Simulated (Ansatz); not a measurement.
The cluster Co₄, relaxed as a multiplicity 9 with UKS r2SCAN-D4/def2-SVP in Ansatz, starting from the GFN2-xTB geometry. Force threshold 0.02 eV/Å.

The charge 0 multiplicity 9 is spin-contaminated (final ⟨S²⟩ up to 20.85, 20.00 for a pure state). The relaxation made no stability test and no search for a lower SCF solution. The structure comes from a short search, and lower isomers may exist.

Start:

Cartesian coordinates in Å:
```
Co -2.106 -1.550 -0.751
Co -1.007 -0.259 0.426
Co 1.011 0.277 -0.449
Co 2.103 1.532 0.773
```

| step | energy (eV) | largest force component (eV/Å) | SCF passes |
| --- | --- | --- | --- |
| 1 | -150483.6800 | 1.141 | 245 |
| 2 | -150483.8055 | 0.773 | 160 |
| 3 | -150484.1087 | 0.458 | 367 |
| 4 | -150484.5200 | 0.767 | 178 |
| 5 | -150484.9550 | 0.680 | 125 |
| 6 | -150485.3044 | 0.483 | 257 |
| 7 (rejected) | -150485.3041 | 0.314 | 117 |
| 8 | -150485.3163 | 0.132 | 96 |
| 9 | -150485.3179 | 0.018 | 84 |

Force components are those of the run's own axes.

End:

```csv
atom,x (Å),y (Å),z (Å)
Co1,-1.3633,-1.1562,-0.7727
Co2,-0.6608,0.1765,0.8959
Co3,0.6639,-0.1831,-0.8909
Co4,1.3602,1.1629,0.7677
```

Bonds formed: Co1–Co3, Co2–Co4 (atoms count from 1).

No frequencies were taken in this run, so the end may be a saddle point.

Run time 6.7 min (4 threads of Arm Neoverse V1 on a shared host).
